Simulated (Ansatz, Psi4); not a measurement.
## Heat of formation of NBrO (nitrosyl bromide) from total energies

The species is NBrO (3 atoms), meant as a singlet with charge 0. SMILES: `O=NBr`. The shape is that of a PBE0-D4/def2-TZVP optimisation.

```xyz
3

O     0.9418   -0.6468    0.4485
N    -0.0449   -0.6365   -0.0929
Br   -0.8968    1.2833   -0.3556
```

Total energies at CAM-B3LYP/def2-TZVP (Psi4 1.11); the atoms run unrestricted:

```tsv
species	state	energy (Eh)
NBrO	singlet	-2704.182272
O	triplet	-75.073255
N	quartet	-54.582633
Br	doublet	-2574.238899
```

Harmonic wavenumbers at PBE0/aug-cc-pVTZ, in cm⁻¹: 287, 586, 1938.

Measured heats of formation of the gaseous atoms at 298.15 K, in kJ/mol: O 249.2, N 472.4, Br 111.9. Spin-orbit lowering of the atoms at 298 K (mean of the ground term's levels less their thermal mean, from spectra), in kJ/mol: O 0.40, Br 14.69. Take 1 Eh = 2625.50 kJ/mol, 1 cm⁻¹ = 0.0119627 kJ/mol, RT = 2.479 kJ/mol.

What heat of formation follows?


1. Electronic atomisation energy: (-75.073255) + (-54.582633) + (-2574.238899) − (-2704.182272) = 0.287485 Eh = 754.8 kJ/mol.
2. Zero-point energy: half the sum of the wavenumbers, 1405.5 cm⁻¹ = 16.8 kJ/mol.
3. Thermal vibrational enthalpy, Σ hcν̃/(exp(hcν̃/kT) − 1): 1.6 kJ/mol. Translation, rotation and pV of a non-linear molecule: 4 RT = 9.9 kJ/mol.
4. The 3 free atoms carry 5/2 RT each: 18.6 kJ/mol.
5. Spin-orbit coupling lowers the free atoms by 0.40 + 14.69 = 15.1 kJ/mol.
6. Atomisation enthalpy at 298 K: 754.8 − 15.1 − 16.8 − 1.6 − 9.9 + 18.6 = 730.0 kJ/mol.
7. Sum of the atoms' heats of formation: 833.5 kJ/mol. Heat of formation: 833.5 − 730.0 = +103.5 kJ/mol.

The tabulated value is +82.1 kJ/mol (NIST-JANAF tables), so this level is off by +21.4 kJ/mol, or 2.8 % of the atomisation enthalpy that the table implies (751.4 kJ/mol). Relativity is left out. Anharmonicity and any spin-orbit splitting of the molecule are left out.
